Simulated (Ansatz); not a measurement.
Chlorotrimethylsilane. Total charge 0; spin multiplicity 1.

```tsv
atom	x (Å)	y (Å)	z (Å)
C1	-0.489	-1.600	0.621
Si2	0.114	0.143	0.359
C3	1.606	0.190	-0.754
C4	-1.246	1.248	-0.273
Cl5	0.700	0.881	2.213
H6	0.303	-2.229	1.034
H7	-0.812	-2.038	-0.328
H8	-1.334	-1.621	1.311
H9	2.413	-0.425	-0.351
H10	1.979	1.211	-0.864
H11	1.352	-0.189	-1.748
H12	-1.593	0.903	-1.251
H13	-0.895	2.277	-0.379
H14	-2.098	1.248	0.410
```

**Question.** List the harmonic frequencies (cm⁻¹, unscaled) at PBE0-D4/def2-TZVP in Ansatz. (An estimate is asked.)

**Answer.** Computed: 146, 166, 166, 173, 173, 219, 233, 233, 486, 644, 681, 699, 699, 770, 770, 864, 867, 867, 1275, 1275, 1283, 1435, 1442, 1442, 1450, 1450, 1462, 3048, 3048, 3050, 3130, 3130, 3133, 3143, 3144, 3144.

**Question.** Is this a minimum?

**Answer.** Yes, all 36 modes are real.

**Question.** Give the ideal-gas thermochemistry at 298.15 K and 1 bar (rigid rotor, harmonic oscillator; point group C3v, symmetry number 3).

**Answer.** Zero-point energy 295.1 kJ/mol; H(298) − E = 320.2 kJ/mol; entropy 362.3 J/(mol·K), of which translation 167.3, rotation 105.8, vibration 89.2; G(298) − E = 212.2 kJ/mol.
